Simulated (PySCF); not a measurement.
Screening by computed properties: pick the candidate that meets the target.

Species are written as SMILES; each is one conformer at its optimised geometry, gas phase, non-relativistic unless stated. Electronic properties by PySCF.

Dipoles, sizes and rotational constants follow the conformer. The torsions of the flexible species, by atom-mapped SMILES:
- `[CH2:1]=[CH:2][C:3](=[O:4])[CH2:5][CH2:6][C:7]([F:8])([F:9])[F:10]`: C1–C2–C3–O4 180°, C2–C3–C5–C6 180°, C3–C5–C6–C7 180°, C5–C6–C7–F8 59°
- `[CH2:1]=[CH:2][CH2:3][Si@@H:4]([NH2:5])[O:6][CH3:7]`: C1–C2–C3–Si4 106°, C2–C3–Si4–N5 60°, C3–Si4–O6–C7 -175°, H–N5–Si4–C3 168°, H–N5–Si4–C3 -54°
- `[O:1]=[CH:2][c:3]1[cH:4][cH:5][c:6]([CH:7]2[CH2:8][CH2:9][CH2:10]2)[o:11]1`: O1–C2–C3–C4 0°, C5–C6–C7–C8 129°
- `[CH3:1][CH2:2][c:3]1[cH:4][cH:5][cH:6][c:7]([CH:8]=[O:9])[c:10]1[OH:11]`: C1–C2–C3–C4 94°, C6–C7–C8–O9 180°, H–O11–C10–C7 0°

**Question.** Wanted: dipole moment above 4 D (PBE0/pcSseg-1) and HOMO–LUMO gap below 6.5 eV (PBE0/pcSseg-1), at GFN2-xTB geometries. Which candidate meets both?
A. `CCc1c(O)c(C=O)ccc1`
B. `c1c(oc(C=O)c1)C1CCC1`
C. `C=CC[Si@@H](N)OC`
D. `C=CC(=O)CCC(F)(F)F`

**Answer.** B. Computed values:
| species | dipole moment | HOMO–LUMO gap |
| --- | --- | --- |
| C=CC[Si@@H](N)OC | 2.10 D | 7.30 eV |
| CCc1c(O)c(C=O)ccc1 | 2.78 D | 4.82 eV |
| C=CC(=O)CCC(F)(F)F | 3.20 D | 5.80 eV |
| c1c(oc(C=O)c1)C1CCC1 | 4.56 D | 5.15 eV |
